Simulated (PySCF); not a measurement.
Cost of excited-state runs on `CC=C=CCCO`, C₆H₁₀O

Cartesian coordinates in Å; atom numbers follow the order of the lines, from 1:
```xyz
17

C    -3.3125    0.2405    0.1167
C    -2.1348   -0.4676   -0.4839
C    -0.9638   -0.5370    0.0695
C     0.1985   -0.5789    0.6446
C     1.2883    0.4324    0.4294
C     2.5473   -0.2291   -0.1433
O     3.5891    0.6905   -0.3671
H    -4.1359   -0.4585    0.2609
H    -3.6557    1.0282   -0.5536
H    -3.0500    0.6823    1.0745
H    -2.3103   -0.9479   -1.4391
H     0.4428   -1.3919    1.3183
H     0.9486    1.2139   -0.2519
H     1.5408    0.8971    1.3897
H     2.3287   -0.6681   -1.1196
H     2.8817   -1.0327    0.5311
H     3.7904    1.1388    0.4623
```

PySCF with density fitting, on 1 thread of an Arm Neoverse V2, shared host. Command: `OMP_NUM_THREADS=1 python excited_run.py task.json out`

(1) How long does each of these runs take, and how much memory?
- vibronic structure, B3LYP/def2-SVP; Tamm-Dancoff
- vibronic structure, HSE06/def2-SVP; Tamm-Dancoff; 10 K; grid level 2; 1 bright states

## Answers

(1) 
| run | level | basis functions | wall time | peak memory (GiB) |
| --- | --- | --- | --- | --- |
| vibronic structure | B3LYP/def2-SVP | 148 | 20 s | 0.73 |
| vibronic structure | HSE06/def2-SVP | 148 | 59 s | 0.83 |

Times from a shared host are rough.
